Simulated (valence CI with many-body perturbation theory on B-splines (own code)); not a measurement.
Results of a calculation; reference values are marked as such.
**In X in three bases**

Method: valence CI with perturbative core correlation (CI+MBPT): four valence electrons over a frozen Dirac-Fock core [Kr], radial functions for each j: 7 s, 7 p, 8 d, 6 f, 4 g, 1 h, with the one-electron correlation potential Σ1, the two-electron term Σ2, the three-electron term Σ3, Breit, model QED; selected CI, second order for the rest, scaled by the run's own slope (own B-spline code, finite nucleus).

No measured spectrum was set against this ion. As an estimate, terms of the open shell hold to 2 to 4 % of their energy, and close levels can change places. Only levels of the ground parity were solved; by the run's estimate the other parity begins above the list, which can be wrong where configurations are misplaced.

The reference run has the lowest level 4d⁴ ⁵D_0 and an ionisation energy of 178.899 eV. Its largest variational space holds 19982 state functions.

Names give the largest LS component (configuration and term), which can be under half, so a name can repeat, a term be missing and a line seem to break the LS rules; names also repeat where a configuration has a term twice. Letters in brackets count levels of one name in rising energy.

Changed runs:
A. basis 6 s, 6 p, 5 d, 5 f, 1 g
B. basis 5 s, 5 p, 4 d, 4 f

Excitation energies of the reference run in cm⁻¹, and shifts in cm⁻¹:

```csv
Level,Reference,A,B
4d⁴ ⁵D_1,2304,-32,-71
4d⁴ ⁵D_2,5189,-49,-103
4d⁴ ⁵D_3,8140,-49,-94
4d⁴ ⁵D_4,11015,-33,-50
4d⁴ ³P_0 [a],25132,+320,+861
4d⁴ ³H_4,26463,+237,+941
4d⁴ ³H_5,30849,+208,+936
4d⁴ ³G_3,31639,+253,+1006
4d⁴ ³P_1 [a],32409,+309,+972
4d⁴ ³H_6,33396,+222,+977
4d⁴ ³F_2 [a],33433,+298,+1041
4d⁴ ³F_4 [a],35920,+230,+943
Ionisation energy (eV),178.899,-0.046,-0.098
```
